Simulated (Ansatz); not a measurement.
Reaction (ligand exchange at the Si–N bond): `[SiH3]N[SiH2]S` + `C[O][SnH]([OH])[Cl]` → `C[O][SnH]([Cl])[O][SiH3]` + `N[SiH2]S`

Gas-phase electronic energies from Ansatz, PBE0-D4/def2-TZVP geometries. CBS: MP2 limit from def2 TZ/QZ plus the TZ coupled-cluster correction, frozen cores. DFT in def2-TZVPP. B3LYP here is the variant with VWN-RPA as its local correlation; programs differ in this. def2 core potentials past Kr. For Sn outer-core shells are correlated without core-valence functions, which leaves a few kJ/mol of doubt a bond. Each species was taken in one conformer, which may not be the lowest.

| level | ΔE (kJ/mol) | difference from CCSD(T)/CBS |
| --- | --- | --- |
| PBE-D4 | -39.0 | 9.7 |
| r2SCAN-D4 | -46.2 | 2.5 |
| PBE0-D4 | -42.5 | 6.2 |
| B3LYP-D4 | -48.1 | 0.6 |
| ωB97X-V | -47.7 | 1.0 |
| ωB97M-V | -46.6 | 2.1 |
| B2PLYP | -47.5 | 1.2 |
| PBE | -37.8 | 10.9 |
| r2SCAN | -45.7 | 3.0 |
| PBE0 | -41.1 | 7.6 |
| B3LYP | -46.2 | 2.5 |
| HF/def2-TZVPP | -58.0 | -9.3 |
| MP2/def2-TZVPP | -47.2 | 1.5 |
| SCS-MP2/def2-TZVPP | -49.2 | -0.5 |
| CCSD/def2-TZVPP | -48.9 | -0.2 |
| CCSD(T)/def2-TZVPP | -47.4 | 1.3 |
| HF/def2-QZVPP | -59.3 | -10.6 |
| MP2/def2-QZVPP | -48.4 | 0.3 |
| SCS-MP2/def2-QZVPP | -50.3 | -1.6 |
| HF/CBS(def2) | -59.5 | -10.8 |
| MP2/CBS(def2) | -48.5 | 0.2 |
| CCSD/CBS(def2) | -50.2 | -1.5 |
| CCSD(T)/CBS | -48.7 | 0 |

Largest T1 diagnostic among the species: 0.013.

From PBE to PBE0 (25 % exact exchange), in def2-TZVPP and without D4, ΔE moves by −3.4 kJ/mol. In def2-TZVPP, CCSD(T) changes the Hartree–Fock value by +10.6 kJ/mol (the triples alone add +1.5 kJ/mol) and MP2 by +10.8 kJ/mol.
